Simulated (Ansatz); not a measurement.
Frontier orbitals of `ClC1O[SiH2]O1`.

Z-matrix (Å, degrees):
```
C
O 1 1.403
Si 1 2.149 2 51.2
Cl 1 1.787 2 111.5 3 117.8
O 1 1.403 2 102.3 3 -1.5
H 1 1.090 2 112.7 3 -122.9
H 3 1.479 1 124.6 2 90.9
H 3 1.478 1 124.3 2 -89.1
```

Total charge 0; spin multiplicity 1. The geometry is a stationary point of PBE0-D4/def2-TZVP. Basis def2-TZVPP, Ansatz 0.2.0.

Orbital energies of one run (eV). Highest occupied ones, from the top: -8.38, -8.42, -8.51, -9.57, -9.73, -10.61, -10.96, -13.56, -14.18, -14.43, -14.57, -18.10, -23.24, -27.47. Empty: -1.35, 0.11, 0.68, 1.24, 1.92, 2.83.

**Question.** Which functional gave them?
A. BLYP
B. BHLYP
C. r2SCAN
D. HSE06 (plane-wave form)

**Answer.** D. HOMO energies: HSE06 -8.38, BLYP -7.18, r2SCAN -7.69, BHLYP -10.15 eV.
